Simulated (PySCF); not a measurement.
Computed with TPSSh-D3(BJ)/def2-TZVP // BP86-D3(BJ)/def2-SVP run with PySCF. All species are isolated molecules in the gas phase. 

Reference species: [Ti(F)2(H)2] (neutral, multiplicity 1).

```yaml
HOMO–LUMO gap: 4.79 eV
LUMO: -3.78 eV
```

Changed species: [Ti(H)4] (4 of 4 F replaced by H; the reference has 2 of 4 F replaced by H).

Give the shifts of the HOMO–LUMO gap and LUMO.

the HOMO–LUMO gap falls by 0.16 eV, to 4.63 eV; the LUMO rises by 0.18 eV, to -3.60 eV.
